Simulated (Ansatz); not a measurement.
Geometry optimisation, Ansatz, RKS PBE-D4/def2-SVP.

Input:

```yaml
crystal:
  periodic: [false, false, false]
  atoms:
    - { symbol: Ge, position_ang: [-0.2213, 0.4534, 0.5695] }
    - { symbol: Br, position_ang: [-0.7759, -1.4019, -1.4571] }
    - { symbol: S, position_ang: [1.8698, 0.1188, 0.232] }
    - { symbol: H, position_ang: [1.0874, -0.7916, -1.0936] }
    - { symbol: H, position_ang: [-0.9972, 1.5959, -0.096] }
    - { symbol: H, position_ang: [-0.9628, 0.0255, 1.8452] }
basis:
  gaussian: { orbitals: def2-SVP }
hamiltonian:
  xc: pbe
  dispersion: d4
relax:
  f_tol: 0.15
  max_steps: 25
  restrain:
    - { distance: [3, 1], at: 2.81, k: 30.0 }
    - { distance: [0, 1], at: 2.4, k: 30.0 }
    - { distance: [3, 2], at: 1.36, k: 30.0 }
output:
  orbitals: {}
```

Run as:

```bash
$ ansatz run input.yaml --threads 2 --pin off --max-ram 3072MiB --backend cpu --events-out ev --progress --plain --runs-dir out
```

**Question.** Where does it end, and by what steps?

**Answer.** The forces met the threshold. The restraints hold the end off the free minimum. After 5 steps the energy has fallen by 1.575 eV (the restraints' own energy left out); H4 moved furthest, 0.53 Å. Joined: S3–H4.

```json
{"step": "0", "energy less start (eV)": "0.0000", "largest force component (eV/Å)": "1.392", "accepted": "yes"}
{"step": "1", "energy less start (eV)": "-0.6237", "largest force component (eV/Å)": "1.889", "accepted": "yes"}
{"step": "2", "energy less start (eV)": "-1.2758", "largest force component (eV/Å)": "1.263", "accepted": "yes"}
{"step": "3", "energy less start (eV)": "-1.5626", "largest force component (eV/Å)": "0.397", "accepted": "yes"}
{"step": "4", "energy less start (eV)": "-1.5572", "largest force component (eV/Å)": "0.400", "accepted": "no"}
{"step": "5", "energy less start (eV)": "-1.5752", "largest force component (eV/Å)": "0.392", "accepted": "yes"}
```

```xyz
6
Properties=species:S:1:pos:R:3
Ge -0.396 0.300 0.352
Br -1.146 -1.323 -1.221
S 1.826 0.113 0.163
H 1.578 -0.660 -0.933
H -0.954 1.665 -0.121
H -0.909 -0.096 1.760
```

Run time: 4.1 s on 2 threads of AMD EPYC 9R45 96-Core Processor (Zen 5) (shared host), peak memory 0.17 GiB.
